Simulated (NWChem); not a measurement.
Molecule: C$_{2}$H$_{4}$Cl$_{2}$; SMILES CC(Cl)Cl

Results from NWChem. Structure relaxed at the PBE0/def2-SVP level. Level B3LYP/def2-SVP: energy and gradient on several grids; changes count from the extra-fine grid, which is no exact limit either.

| grid | size of the energy change (μHa) | largest change of a gradient component (μHa/bohr) | time, medium = 1 (rough) |
|---|---|---|---|
| xcoarse | 600 | 1000 | about 1 |
| coarse | < 10 | 200 | about 1 |
| medium | < 10 | < 30 | about 1 |
| fine | < 10 | < 30 | about 1 |
| xfine | < 10 | < 30 | 3 |
